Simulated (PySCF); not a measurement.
# Pd (palladium, neutral) across methods

[Kr] 4d9 5p1, one real determinant (an excited configuration). All numbers are calculated (PySCF 2.14, a scalar-relativistic core potential, in aug-cc-pVTZ-PP with one added diffuse shell each of s, p, d, f, g type with ECP28MDF (7s7p6d4f3g, 113 functions)).

```
method  E (hartree)  mean ε 4d α (eV)  mean ε 4d β (eV)  mean ε 5p α (eV)  Σ⟨r²⟩ (bohr²)   ⟨S²⟩
   UHF   -126.50526           -15.228           -14.171            -3.456          64.17  2.002
   PBE    -127.2970            -8.594            -7.880            -2.150          58.68  2.001
 B3LYP    -127.3348           -10.068            -9.347            -2.485          59.00  2.001
   LDA    -127.0382            -8.782            -8.043            -2.193          57.86  2.000
revPBE    -127.3472            -8.535            -7.829            -2.134          58.96  2.001
 TPSSh    -127.2373            -9.239            -8.508            -2.271          58.76  2.001
  PBE0    -127.2807           -10.396            -9.611            -2.586          59.09  2.001
```

Estimate the same row for r2SCAN.

E (hartree) = -127.3200; mean ε 4d α (eV) = -8.776; mean ε 4d β (eV) = -7.975; mean ε 5p α (eV) = -2.220; Σ⟨r²⟩ (bohr²) = 57.71; ⟨S²⟩ = 2.001.

⟨L²⟩ = 8.05 against 12 for a pure F term, so this real determinant mixes terms. Energies and moments cover only the electrons outside the core potential.
